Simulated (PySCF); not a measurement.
In(H)3(OMe2), C2H9InO, singlet, CAM-B3LYP/def2-SVP optimised geometry.

```
13

In     0.15    -2.06     0.00
H      1.88    -2.06     0.00
H     -0.73    -2.26     1.48
H     -0.69    -2.31    -1.50
C     -1.27     0.92     0.32
O     -0.04     0.31     0.00
C      0.78     1.08    -0.86
H     -1.88     1.08    -0.59
H     -1.80     0.25     1.01
H     -1.10     1.89     0.81
H      1.01     2.06    -0.40
H      0.29     1.25    -1.83
H      1.72     0.53    -1.01
```

Density from CAM-B3LYP/def2-TZVP, def2 effective core potentials past Kr run with PySCF 2.14.0 at that geometry. The core electrons that the potentials of In replace are not part of the density.

Minimum of the electron density along straight lines between bonded atoms, close to the bond critical point (lines longer than 1.1 times the sum of covalent radii, or with two minima, are not listed):

```tsv
bond	length / Å	ρ at the minimum / e bohr⁻³	∇²ρ there / e bohr⁻⁵	position (fraction from the first atom)
In1–H2	1.735	0.102	0.12	0.63
In1–H3	1.735	0.102	0.12	0.63
In1–H4	1.739	0.101	0.12	0.63
C5–O6	1.412	0.258	-0.53	0.35
O6–C7	1.412	0.258	-0.53	0.65
C5–H8	1.104	0.278	-0.97	0.65
C5–H9	1.097	0.284	-1.02	0.65
C5–H10	1.103	0.279	-0.97	0.65
C7–H11	1.103	0.279	-0.97	0.65
C7–H12	1.104	0.278	-0.97	0.65
C7–H13	1.097	0.284	-1.02	0.65
```
